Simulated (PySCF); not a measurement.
CH5FN2Si2, SMILES N1[SiH2]N[Si@@H](C=1)F.

The structure is a stationary point at r2SCAN-D4/def2-SVP. The structure was generated by enumeration; whether it is a known compound was not checked.

Vertical ionisation energy (IE) and electron affinity (EA) in eV. Rows of orbital energies are one-electron estimates. Where ΔSCF, EOM or ADC give a negative EA the extra electron is unbound and the value depends on the basis.

```json
[
 {"level": "−ε(HOMO), −ε(LUMO), PBE0/def2-TZVP (PySCF)", "IE": "7.06", "EA": "1.59"},
 {"level": "−ε(HOMO), −ε(LUMO), PBE/def2-TZVP (PySCF)", "IE": "[?]", "EA": "[?]"}
]
```

Some entries are withheld; supply them. (The exact figures need the calculation; the answer reports its results.)


- −ε(HOMO), −ε(LUMO), PBE/def2-TZVP (PySCF), IE: 5.70
- −ε(HOMO), −ε(LUMO), PBE/def2-TZVP (PySCF), EA: 2.64
